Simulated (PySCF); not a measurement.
C3H10BeOSi, SMILES C[CH](C)[Be][O][SiH3], GFN2-xTB optimised geometry.

```
16

Be    -1.32    -1.55    -2.59
C     -1.85    -2.30    -4.08
C     -3.15    -1.69    -4.63
C     -2.07    -3.82    -3.93
H     -1.12    -2.20    -4.89
H     -3.44    -2.18    -5.56
H     -3.97    -1.80    -3.92
H     -3.02    -0.63    -4.84
H     -1.15    -4.32    -3.63
H     -2.39    -4.25    -4.88
H     -2.83    -4.03    -3.19
O     -0.92    -0.95    -1.39
Si    -0.45    -0.27     0.00
H     -1.01    -1.09     1.08
H     -1.01     1.09     0.00
H      1.01    -0.27     0.00
```

Density from PBE0/def2-TZVP (PySCF) at that geometry.

Minimum of the electron density along straight lines between bonded atoms, close to the bond critical point (lines longer than 1.1 times the sum of covalent radii, or with two minima, are not listed):

```
bond      length / Å  ρ at the minimum / e bohr⁻³  ∇²ρ there / e bohr⁻⁵  position (fraction from the first atom)
--------  ----------  ---------------------------  --------------------  ---------------------------------------
Be1–C2         1.747                          [?]                  0.24                                     0.33
C2–C3          1.539                        0.236                 -0.55                                     0.49
C2–C4          1.539                        0.236                 -0.55                                     0.49
C2–H5          1.098                        0.271                 -0.89                                     0.63
C3–H6          1.092                        0.276                 -0.94                                     0.64
C3–H7          1.088                        0.279                 -0.95                                     0.64
C3–H8          1.088                        0.279                 -0.96                                     0.64
C4–H9          1.087                        0.279                 -0.96                                     0.64
C4–H10         1.092                        0.276                 -0.94                                     0.64
C4–H11         1.088                        0.279                 -0.95                                     0.64
Be1–O12        1.401                        0.138                   [?]                                     0.36
O12–Si13       1.618                        0.142                  0.96                                     0.59
Si13–H14       1.463                        0.126                  0.18                                     0.49
Si13–H15       1.463                        0.126                  0.18                                     0.49
Si13–H16       1.463                        0.126                  0.18                                     0.49
```

What belongs in the gaps?


- Be1–C2, ρ at the minimum / e bohr⁻³: 0.094
- Be1–O12, ∇²ρ there / e bohr⁻⁵: 1.25
